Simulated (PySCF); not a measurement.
H5GeMgN, singlet, geometry from GFN2-xTB (such geometries of metal compounds can be far from the true shape); PySCF with CASSCF(6,8)/STO-3G.

PySCF was given this input:
```python
from pyscf import gto, scf, mcscf
import numpy

mol = gto.Mole()
mol.atom = '''
    Mg    0.26617056    1.22102758   -0.53707774
    N    -0.81207045    2.12638915   -1.77237066
    H    -1.24698601    3.03328076   -1.64154849
    H    -0.70246454    2.03068423   -2.77718849
    Ge    0.13463109   -0.93078152    0.63743613
    H     0.84736679   -2.14739934    0.05188352
    H     0.54759678   -1.14166926    2.09106185
    H    -1.26326168   -1.52694284    0.72936278
'''
mol.basis = 'sto-3g'
mol.verbose = 4
mol.build()

mf = scf.RHF(mol)
mf.kernel()
mc = mcscf.CASSCF(mf, 8, 6)
mc.fix_spin_(ss=0.0)
mc.kernel()
occ = numpy.linalg.eigvalsh(mc.fcisolver.make_rdm1(mc.ci, mc.ncas, mc.nelecas))[::-1]
ss = mc.fcisolver.spin_square(mc.ci, mc.ncas, mc.nelecas)[0]
print('natural occupations', occ.round(4), ' <S^2>', round(ss, 4))
```

Output, abridged:

```
PySCF version 2.14.0

[INPUT] verbose = 4
[INPUT] num. atoms = 8
[INPUT] num. electrons = 56
[INPUT] charge = 0
[INPUT] spin (= nelec alpha-beta = 2S) = 0
[INPUT] symmetry False subgroup None
[INPUT] Mole.unit = angstrom
[INPUT] Symbol           X                Y                Z      unit          X                Y                Z       unit  Magmom
[...]
nuclear repulsion = 198.221106237608
number of shells = 21
number of NR pGTOs = 111
number of NR cGTOs = 37
basis = sto-3g
ecp = {}

******** <class 'pyscf.scf.hf.RHF'> ********
method = RHF
initial guess = minao
damping factor = 0
level_shift factor = 0
DIIS = <class 'pyscf.scf.diis.CDIIS'>
diis_start_cycle = 1
diis_space = 8
diis_damp = 0
SCF conv_tol = 1e-09
SCF conv_tol_grad = None
SCF max_cycles = 50
direct_scf = True
direct_scf_tol = 1e-13
Set gradient conv threshold to 3.16228e-05
Initial guess from minao.
init E= -2302.55999713425
[...]
cycle= 1 E= -2305.42452452141  delta_E= -2.86  |g|= 0.579  |ddm|=  3.2
[...]
cycle= 2 E= -2305.54091897381  delta_E= -0.116  |g|= 0.112  |ddm|=    1
[...]
cycle= 3 E= -2305.54561783038  delta_E= -0.0047  |g|= 0.0236  |ddm|= 0.191
[...]
cycle= 4 E= -2305.54587695807  delta_E= -0.000259  |g|= 0.00497  |ddm|= 0.0433
[...]
cycle= 5 E= -2305.5458971364  delta_E= -2.02e-05  |g|= 0.00071  |ddm|= 0.0163
[...]
cycle= 6 E= -2305.54589761616  delta_E= -4.8e-07  |g|= 0.000136  |ddm|= 0.00257
[...]
cycle= 7 E= -2305.54589763583  delta_E= -1.97e-08  |g|= 2.87e-05  |ddm|= 0.000541
[...]
cycle= 8 E= -2305.54589763679  delta_E= -9.51e-10  |g|= 5.44e-06  |ddm|= 0.000126
[...]
Extra cycle  E= -2305.5458976368  delta_E= -1.91e-11  |g|= 2.26e-06  |ddm|= 1.33e-05
converged SCF energy = -2305.5458976368

******** <class 'pyscf.mcscf.mc1step.CASSCF'> ********
CAS (3e+3e, 8o), ncore = 25, nvir = 4
max_cycle_macro = 50
max_cycle_micro = 4
conv_tol = 1e-07
conv_tol_grad = None
orbital rotation max_stepsize = 0.02
orbital rotation threshold for CI restart = 0.01
augmented hessian ah_max_cycle = 30
augmented hessian ah_conv_tol = 1e-12
augmented hessian ah_linear dependence = 1e-14
augmented hessian ah_level shift = 1e-08
augmented hessian ah_start_tol = 2.5
augmented hessian ah_start_cycle = 3
augmented hessian ah_grad_trust_region = 3
kf_trust_region = 3
kf_interval = 4
ci_response_space = 4
ci_grad_trust_region = 3
with_dep4 0
natorb = False
canonicalization = True
sorting_mo_energy = False
ao2mo_level = 2
internal_rotation = False
******** <class 'pyscf.fci.addons.SpinPenaltyFCISolver'> ********
max. cycles = 50
conv_tol = 1e-08
davidson only = True
linear dependence = 1e-12
level shift = 0.001
max iter space = 12
nroots = 1
pspace_size = 400
spin = None
CASCI E = -2305.55913633491  S^2 = 0.0000000
Set conv_tol_grad to 0.000316228
macro iter   1 ( 21 JK    4 micro), CASSCF E = -2305.56551254180  dE = -6.37620689e-03  S^2 = 0.0000000
               |grad[o]|=0.0161  |grad[c]|=0.0199  |ddm|=0.0184  |maxRot[o]|=0.177
macro iter   2 ( 21 JK    4 micro), CASSCF E = -2305.56927890264  dE = -3.76636084e-03  S^2 = 0.0000000
               |grad[o]|=0.0124  |grad[c]|=0.0222  |ddm|=0.00891  |maxRot[o]|=0.185
macro iter   3 ( 21 JK    4 micro), CASSCF E = -2305.57090052204  dE = -1.62161940e-03  S^2 = 0.0000000
               |grad[o]|=0.00871  |grad[c]|=0.019  |ddm|=0.0311  |maxRot[o]|=0.305
macro iter   4 ( 21 JK    4 micro), CASSCF E = -2305.57220965525  dE = -1.30913322e-03  S^2 = 0.0000000
               |grad[o]|=0.00826  |grad[c]|=0.00909  |ddm|=0.0125  |maxRot[o]|=0.217
macro iter   5 ( 21 JK    4 micro), CASSCF E = -2305.57243340401  dE = -2.23748759e-04  S^2 = 0.0000000
               |grad[o]|=0.00557  |grad[c]|=0.0175  |ddm|= 0.01  |maxRot[o]|=0.252
macro iter   6 (  7 JK    2 micro), CASSCF E = -2305.57274472598  dE = -3.11321967e-04  S^2 = 0.0000000
               |grad[o]|=0.0045  |grad[c]|=0.0131  |ddm|=0.00121  |maxRot[o]|=0.0687
macro iter   7 ( 12 JK    3 micro), CASSCF E = -2305.57282526428  dE = -8.05382974e-05  S^2 = 0.0000000
               |grad[o]|=0.00202  |grad[c]|=0.00437  |ddm|=0.00207  |maxRot[o]|=0.105
macro iter   8 ( 12 JK    3 micro), CASSCF E = -2305.57288766294  dE = -6.23986630e-05  S^2 = 0.0000000
               |grad[o]|=0.00166  |grad[c]|=0.00188  |ddm|=0.00126  |maxRot[o]|=0.101
macro iter   9 ( 21 JK    4 micro), CASSCF E = -2305.57311597379  dE = -2.28310853e-04  S^2 = 0.0000000
               |grad[o]|=0.00108  |grad[c]|=0.00476  |ddm|=0.00178  |maxRot[o]|=0.304
macro iter  10 (  7 JK    2 micro), CASSCF E = -2305.57317384540  dE = -5.78716040e-05  S^2 = 0.0000000
               |grad[o]|=0.00075  |grad[c]|=0.00158  |ddm|=0.000748  |maxRot[o]|=0.0698
macro iter  11 (  7 JK    2 micro), CASSCF E = -2305.57321010195  dE = -3.62565515e-05  S^2 = 0.0000000
               |grad[o]|=0.000425  |grad[c]|=0.00191  |ddm|=0.000862  |maxRot[o]|=0.0696
macro iter  12 (  7 JK    2 micro), CASSCF E = -2305.57322556011  dE = -1.54581621e-05  S^2 = 0.0000000
               |grad[o]|=0.00025  |grad[c]|=0.00192  |ddm|=0.00073  |maxRot[o]|=0.0513
macro iter  13 (  9 JK    2 micro), CASSCF E = -2305.57322693358  dE = -1.37346660e-06  S^2 = 0.0000000
               |grad[o]|=0.000191  |grad[c]|=0.00141  |ddm|=0.000268  |maxRot[o]|=0.016
macro iter  14 ( 13 JK    4 micro), CASSCF E = -2305.57322686768  dE =  6.58915269e-08  S^2 = 0.0000000
               |grad[o]|=0.00187  |grad[c]|=0.00522  |ddm|=0.00153  |maxRot[o]|=0.0593
macro iter  15 ( 21 JK    4 micro), CASSCF E = -2305.57322711258  dE = -2.44898729e-07  S^2 = 0.0000000
               |grad[o]|=0.000394  |grad[c]|=0.00315  |ddm|=0.000618  |maxRot[o]|=0.0727
macro iter  16 (  6 JK    2 micro), CASSCF E = -2305.57323148838  dE = -4.37579456e-06  S^2 = 0.0000000
               |grad[o]|=0.000209  |grad[c]|=0.00236  |ddm|=0.000405  |maxRot[o]|=0.0274
macro iter  17 (  6 JK    1 micro), CASSCF E = -2305.57323229364  dE = -8.05266609e-07  S^2 = 0.0000000
               |grad[o]|=7.84e-05  |grad[c]|=0.00115  |ddm|=0.000136  |maxRot[o]|=0.0143
macro iter  18 (  6 JK    1 micro), CASSCF E = -2305.57323266034  dE = -3.66691893e-07  S^2 = 0.0000000
               |grad[o]|=3.77e-05  |grad[c]|=0.000808  |ddm|=7.33e-05  |maxRot[o]|=0.00963
macro iter  19 (  6 JK    1 micro), CASSCF E = -2305.57323295716  dE = -2.96825874e-07  S^2 = 0.0000000
               |grad[o]|=4.8e-05  |grad[c]|=0.000701  |ddm|=5.58e-05  |maxRot[o]|=0.00868
macro iter  20 (  7 JK    1 micro), CASSCF E = -2305.57323325254  dE = -2.95380232e-07  S^2 = 0.0000000
               |grad[o]|=5.2e-05  |grad[c]|=0.000738  |ddm|=5.04e-05  |maxRot[o]|=0.00966
macro iter  21 (  1 JK    1 micro), CASSCF E = -2305.57323325260  dE = -5.91171556e-11  S^2 = 0.0000000
               |grad[o]|=2.16e-05  |grad[c]|=1.35e-05  |ddm|=    0  |maxRot[o]|=    0
1-step CASSCF converged in  21 macro (253 JK  55 micro) steps
CASSCF canonicalization
Density matrix diagonal elements [1.97631695 1.98104374 1.99893468 0.01107777 0.00331309 0.01483414
 0.0030217  0.01145794]
CASSCF energy = -2305.57323325260
CASCI E = -2305.57323325260  E(CI) = -10.6219022955383  S^2 = 0.0000000
natural occupations [1.9990e+00 1.9839e+00 1.9738e+00 2.5700e-02 1.2400e-02 2.9000e-03
 1.8000e-03 6.0000e-04]  <S^2> 0.0
```
